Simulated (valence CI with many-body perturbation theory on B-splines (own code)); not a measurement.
E1 transitions of Sr32+

Computed by relativistic CI+MBPT: four valence electrons over a frozen Dirac-Fock core [He], radial functions for each j: 11 s, 11 p, 10 d, 8 f, 5 g, 2 h, with the one-electron correlation potential Σ1 (screened to all orders), the two-electron term Σ2, the three-electron term Σ3, Breit, model QED; selected single and double excitations, second order for the rest, scaled by the run's own slope (own B-spline code, finite nucleus).

No measured spectrum was set against this ion. As an estimate, large intervals hold to a few tenths of a per cent, small ones and those within an open d or f shell to about a per cent. Among the levels kept, up to 1100 cm⁻¹ of a level comes from second order outside the variational space, and about a tenth of that is noise between levels of different J, which matters for small intervals.

Lines 1 to 50 of 542 in falling wavelength, among levels below 2751.2 eV, chosen from the strongest by gf and those to the six lowest levels. Wavelengths and rates use the calculated energies. Electric multipoles are in the length gauge, E1 and E2 with the static RPA response of the core. Weak lines are less certain than strong ones. Lines between different terms over intervals too small for the method are left out, as are lines whose strength nearly cancels. The highest levels of a list are the least certain.

Levels are named by their leading jj configuration (3d3/2^4 stands for four electrons in 3d with j = 3/2), which in mixed levels can hold well under half, so a name can repeat and another be missing. Letters in brackets count levels of one name in rising energy.

```tsv
λ vac (Å)	Upper	Lower	A (s⁻¹)	log gf	Branch %
417.4	(2p1/2 2p3/2^2 3p1/2) J=3	(2p1/2 2p3/2^2 3s) J=2 [b]	5.23e+08	-1.02	0.0
363.6	(2p1/2 2p3/2^2 3p1/2) J=3	(2p1/2 2p3/2^2 3s) J=3	9.38e+08	-0.89	0.0
346.7	(2s 2p1/2 2p3/2 3p1/2) J=2 [c]	(2s 2p1/2 2p3/2 3s) J=1 [b]	9.78e+08	-1.06	0.0
345.2	(2p1/2^2 2p3/2 3p1/2) J=2	(2p1/2^2 2p3/2 3s) J=2	1.15e+09	-0.99	0.0
330.0	(2s 2p1/2^2 3p1/2) J=1	(2s 2p1/2^2 3s) J=1	1.81e+09	-1.05	0.0
329.9	(2s 2p1/2 2p3/2 3d3/2) J=4	(2s 2p1/2 2p3/2 3p3/2) J=4	6.13e+08	-1.05	0.1
328.4	(2s 2p1/2 2p3/2 3p1/2) J=3	(2s 2p1/2 2p3/2 3s) J=3	8.05e+08	-1.04	0.0
323.5	(2s 2p3/2^2 3p1/2) J=3	(2s 2p3/2^2 3s) J=2 [a]	1.29e+09	-0.85	0.0
323.2	(2p1/2 2p3/2^2 3p1/2) J=2 [a]	(2p1/2 2p3/2^2 3s) J=2 [a]	1.18e+09	-1.03	0.0
312.2	(2s 2p1/2 2p3/2 3d5/2) J=4 [a]	(2s 2p1/2 2p3/2 3p3/2) J=3 [a]	1.10e+09	-0.84	0.1
305.3	(2s 2p3/2^2 3d5/2) J=4 [a]	(2s 2p3/2^2 3p3/2) J=4	7.20e+08	-1.04	0.0
303.6	(2s 2p1/2 2p3/2 3d5/2) J=5	(2s 2p1/2 2p3/2 3p3/2) J=4	2.54e+09	-0.41	77.7
302.9	(2s 2p3/2^2 3d5/2) J=3 [b]	(2s 2p3/2^2 3p3/2) J=2 [b]	1.08e+09	-0.98	0.0
301.5	(2s 2p3/2^2 3d5/2) J=4 [a]	(2s 2p3/2^2 3p3/2) J=3 [a]	1.61e+09	-0.70	0.0
297.1	(2p1/2^2 2p3/2 3d5/2) J=4	(2p1/2^2 2p3/2 3p3/2) J=3	2.99e+09	-0.45	1.5
295.5	(2s 2p3/2^2 3d5/2) J=5	(2s 2p3/2^2 3p3/2) J=4	2.76e+09	-0.40	17.8
295.4	(2s 2p1/2 2p3/2 3p1/2) J=2 [a]	(2s 2p1/2 2p3/2 3s) J=2 [a]	1.40e+09	-1.04	0.0
290.5	(2s 2p3/2^2 3d5/2) J=3 [a]	(2s 2p3/2^2 3p3/2) J=2 [a]	1.36e+09	-0.92	0.0
287.0	(2s 2p1/2^2 3d5/2) J=3	(2s 2p1/2^2 3p3/2) J=2	3.02e+09	-0.58	0.0
286.9	(2s 2p3/2^2 3d5/2) J=3 [d]	(2s 2p3/2^2 3p3/2) J=2 [c]	2.17e+09	-0.73	0.0
285.7	(2s 2p1/2 2p3/2 3d5/2) J=4 [a]	(2s 2p1/2 2p3/2 3p1/2) J=3	1.61e+09	-0.75	0.1
282.2	(2s 2p3/2^2 3p1/2) J=2 [b]	(2s 2p3/2^2 3s) J=2 [b]	1.92e+09	-0.94	0.0
280.6	(2s 2p1/2 2p3/2 3d5/2) J=2 [c]	(2s 2p1/2 2p3/2 3p3/2) J=1 [c]	1.77e+09	-0.98	0.0
278.9	(2s 2p1/2 2p3/2 3d5/2) J=3 [c]	(2s 2p1/2 2p3/2 3p3/2) J=2 [c]	2.61e+09	-0.67	0.0
278.1	(2s 2p1/2 2p3/2 3d5/2) J=4 [c]	(2s 2p1/2 2p3/2 3p3/2) J=3 [c]	3.26e+09	-0.47	0.0
277.9	(2s 2p3/2^2 3d5/2) J=4 [b]	(2s 2p3/2^2 3p3/2) J=3 [b]	2.98e+09	-0.51	0.1
277.8	(2s 2p1/2 2p3/2 3d5/2) J=3 [d]	(2s 2p1/2 2p3/2 3p3/2) J=2 [d]	2.98e+09	-0.62	0.0
277.0	(2s^2 2p3/2 3d5/2) J=4	(2s^2 2p3/2 3p3/2) J=3	3.00e+09	-0.51	70.6
275.9	(2s 2p3/2^2 3d5/2) J=3 [c]	(2s 2p3/2^2 3p3/2) J=2 [b]	1.66e+09	-0.88	0.0
273.3	(2s^2 2p3/2 3p1/2) J=2	(2s^2 2p3/2 3s) J=2	2.46e+09	-0.86	0.4
273.2	(2s 2p1/2 2p3/2 3d5/2) J=2 [d]	(2s 2p1/2 2p3/2 3p3/2) J=1 [d]	2.59e+09	-0.84	0.0
271.4	(2s 2p3/2^2 3d5/2) J=2 [c]	(2s 2p3/2^2 3p3/2) J=1 [c]	2.16e+09	-0.92	0.0
270.4	(2p1/2^2 2p3/2 3d5/2) J=3	(2p1/2^2 2p3/2 3p3/2) J=2	3.57e+09	-0.56	0.0
269.9	(2p1/2^2 2p3/2 3d5/2) J=2	(2p1/2^2 2p3/2 3p3/2) J=1	2.30e+09	-0.90	0.0
268.8	(2s^2 2p1/2 3d5/2) J=3	(2s^2 2p1/2 3p3/2) J=2	3.37e+09	-0.59	0.0
267.8	(2s 2p1/2 2p3/2 3d5/2) J=3 [a]	(2s 2p1/2 2p3/2 3p3/2) J=2 [a]	2.38e+09	-0.75	0.0
265.7	(2s 2p3/2^2 3p1/2) J=2 [a]	(2s 2p3/2^2 3s) J=3	3.31e+09	-0.76	0.0
262.7	(2p1/2 2p3/2^2 3p3/2) J=2 [a]	(2p1/2 2p3/2^2 3s) J=1 [a]	2.35e+09	-0.92	0.0
259.2	(2s^2 2p1/2 3d5/2) J=2	(2s^2 2p1/2 3p3/2) J=1	3.26e+09	-0.78	0.0
257.5	(2s 2p1/2 2p3/2 3d5/2) J=4 [b]	(2s 2p1/2 2p3/2 3p3/2) J=3 [b]	3.54e+09	-0.50	0.0
256.8	(2s 2p3/2^2 3p3/2) J=3 [a]	(2s 2p3/2^2 3s) J=2 [a]	1.92e+09	-0.88	0.0
254.5	(2s 2p3/2^2 3d5/2) J=2 [b]	(2s 2p3/2^2 3p3/2) J=1 [b]	2.72e+09	-0.88	0.0
253.6	(2s 2p1/2 2p3/2 3d5/2) J=2 [a]	(2s 2p1/2 2p3/2 3p3/2) J=1 [a]	2.67e+09	-0.89	0.0
252.7	(2s 2p1/2 2p3/2 3p3/2) J=1 [a]	(2s 2p1/2 2p3/2 3s) J=1 [a]	3.49e+09	-1.00	0.0
252.3	(2p1/2^2 2p3/2 3p3/2) J=1	(2p1/2^2 2p3/2 3s) J=1	3.84e+09	-0.96	0.0
250.7	(2s 2p3/2^2 3p1/2) J=3	(2s 2p3/2^2 3s) J=3	2.38e+09	-0.80	0.0
249.8	(2p1/2 2p3/2^2 3p3/2) J=3 [b]	(2p1/2 2p3/2^2 3s) J=2 [b]	3.12e+09	-0.69	0.0
247.7	(2s^2 2p3/2 3d5/2) J=3	(2s^2 2p3/2 3p3/2) J=2	2.40e+09	-0.81	0.0
246.4	(2p1/2 2p3/2^2 3p1/2) J=2 [b]	(2p1/2 2p3/2^2 3s) J=3	4.21e+09	-0.72	0.0
245.7	(2s 2p1/2 2p3/2 3d5/2) J=2 [b]	(2s 2p1/2 2p3/2 3p3/2) J=2 [b]	2.03e+09	-1.04	0.0
```

(1) How does gf follow from A for the line at 262.7 Å?

Results:

(1) gf = 1.4992 × (2J+1)_upper × A / σ², with σ = 380598 cm⁻¹ and 2J+1 = 5: gf = 0.122.
